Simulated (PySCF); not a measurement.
F₂HOSTa, multiplicity 1. Atoms are numbered in the order given.

```xyz
6

Ta    -0.0120     0.1653     0.0000
S     -0.0201    -2.0049     0.0000
F     -0.8737     0.7627    -1.5643
F     -0.8737     0.7627     1.5643
O      1.7828     0.7430     0.0000
H      2.6586     0.3368     0.0000
```
Charge 0, spin multiplicity 1.

The structure is a stationary point at B3LYP-D3(BJ)/def2-SVP. The spin state was assumed, not searched. The structure was generated by enumeration; whether it is a known compound was not checked. The def2 effective core potentials stand for the cores of Ta; spin–orbit coupling is left out. One conformer was computed; it need not be the lowest.

Computed with TDDFT-PBE/def2-SVPD run with PySCF.

Vertical excitations. Gas-phase values at a fixed geometry. State labels are in the subgroup Cs.

```tsv
state	symmetry	energy (eV)	λ (nm)	f	main pairs
S1	A"	4.10	302	0.001	HOMO→LUMO 91 %
S2	A'	4.37	284	0.002	HOMO−1→LUMO 54 %, HOMO→LUMO+1 45 %
S3	A"	4.45	278	0.001	HOMO−1→LUMO+1 91 %
S4	A'	4.85	256	0.027	HOMO→LUMO+1 37 %, HOMO−1→LUMO 28 %, HOMO→LUMO+4 14 %, HOMO−1→LUMO+2 8 %
S5	A'	5.21	238	0.000	HOMO−2→LUMO 89 %
S6	A"	5.28	235	0.003	HOMO→LUMO+2 61 %, HOMO→LUMO+3 22 %, HOMO−2→LUMO+1 14 %
S7	A"	5.33	233	0.019	HOMO→LUMO+3 72 %, HOMO→LUMO+2 26 %
S8	A'	5.39	230	0.016	HOMO−1→LUMO+2 82 %
S9	A"	5.41	229	0.001	HOMO−2→LUMO+1 76 %, HOMO−1→LUMO+4 12 %
S10	A'	5.54	224	0.014	HOMO−1→LUMO+3 73 %
T1	A'	3.62	343	0	HOMO−1→LUMO 74 %, HOMO→LUMO+1 23 %
T2	A"	3.80	326	0	HOMO→LUMO 84 %, HOMO−1→LUMO+1 15 %
T3	A'	3.88	319	0	HOMO→LUMO+1 75 %, HOMO−1→LUMO 23 %
T4	A"	4.20	295	0	HOMO−1→LUMO+1 84 %, HOMO→LUMO 16 %
```
Triplets are in the Tamm–Dancoff approximation, which puts them higher than full response would, so one can lie above its singlet here.
